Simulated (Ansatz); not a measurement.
Gas-phase electronic energies from Ansatz, PBE0-D4/def2-TZVP geometries. CBS: MP2 limit from def2 TZ/QZ plus the TZ coupled-cluster correction, frozen cores. Functionals use def2-TZVPP. B3LYP here is the variant with VWN-RPA as its local correlation; programs differ in this. For Ge outer-core shells are correlated without core-valence functions, which leaves a few kJ/mol of doubt a bond. Scalar relativity is left out up to krypton. Each species was taken in one conformer, which may not be the lowest.

`F[SiH](F)S[SiH2]Cl` + `[GeH3][NH][GeH3]` → `Cl[SiH2][NH][GeH3]` + `F[SiH](F)[S][GeH3]`  (redistribution)

```json
{"level": "PBE-D4", "ΔE (kJ/mol)": "-56.2", "difference from CCSD(T)/CBS": "2.2"}
{"level": "r2SCAN-D4", "ΔE (kJ/mol)": "-59.2", "difference from CCSD(T)/CBS": "-0.8"}
{"level": "PBE0-D4", "ΔE (kJ/mol)": "-58.5", "difference from CCSD(T)/CBS": "-0.1"}
{"level": "B3LYP-D4", "ΔE (kJ/mol)": "-61.3", "difference from CCSD(T)/CBS": "-2.9"}
{"level": "ωB97X-V", "ΔE (kJ/mol)": "-58.8", "difference from CCSD(T)/CBS": "-0.4"}
{"level": "ωB97M-V", "ΔE (kJ/mol)": "-60.9", "difference from CCSD(T)/CBS": "-2.5"}
{"level": "B2PLYP", "ΔE (kJ/mol)": "-60.7", "difference from CCSD(T)/CBS": "-2.3"}
{"level": "PBE", "ΔE (kJ/mol)": "-57.2", "difference from CCSD(T)/CBS": "1.2"}
{"level": "r2SCAN", "ΔE (kJ/mol)": "-59.5", "difference from CCSD(T)/CBS": "-1.1"}
{"level": "PBE0", "ΔE (kJ/mol)": "-59.4", "difference from CCSD(T)/CBS": "-1.0"}
{"level": "B3LYP", "ΔE (kJ/mol)": "-62.8", "difference from CCSD(T)/CBS": "-4.4"}
{"level": "HF/def2-TZVPP", "ΔE (kJ/mol)": "-65.9", "difference from CCSD(T)/CBS": "-7.5"}
{"level": "MP2/def2-TZVPP", "ΔE (kJ/mol)": "-57.6", "difference from CCSD(T)/CBS": "0.8"}
{"level": "SCS-MP2/def2-TZVPP", "ΔE (kJ/mol)": "-58.0", "difference from CCSD(T)/CBS": "0.4"}
{"level": "CCSD/def2-TZVPP", "ΔE (kJ/mol)": "-59.7", "difference from CCSD(T)/CBS": "-1.3"}
{"level": "CCSD(T)/def2-TZVPP", "ΔE (kJ/mol)": "-58.2", "difference from CCSD(T)/CBS": "0.2"}
{"level": "HF/def2-QZVPP", "ΔE (kJ/mol)": "-66.4", "difference from CCSD(T)/CBS": "-8.0"}
{"level": "MP2/def2-QZVPP", "ΔE (kJ/mol)": "-57.8", "difference from CCSD(T)/CBS": "0.6"}
{"level": "SCS-MP2/def2-QZVPP", "ΔE (kJ/mol)": "-58.3", "difference from CCSD(T)/CBS": "0.1"}
{"level": "HF/CBS(def2)", "ΔE (kJ/mol)": "-66.5", "difference from CCSD(T)/CBS": "-8.1"}
{"level": "MP2/CBS(def2)", "ΔE (kJ/mol)": "-57.7", "difference from CCSD(T)/CBS": "0.7"}
{"level": "CCSD/CBS(def2)", "ΔE (kJ/mol)": "-59.9", "difference from CCSD(T)/CBS": "-1.5"}
{"level": "CCSD(T)/CBS", "ΔE (kJ/mol)": "-58.4", "difference from CCSD(T)/CBS": "0"}
```

Largest T1 diagnostic among the species: 0.012.

In def2-TZVPP, CCSD(T) changes the Hartree–Fock value by +7.7 kJ/mol (the triples alone add +1.5 kJ/mol) and MP2 by +8.3 kJ/mol.

CCSD(T)/CBS has its own doubt, a few kJ/mol and more with outer-core shells, so smaller differences from it don't rank the levels.
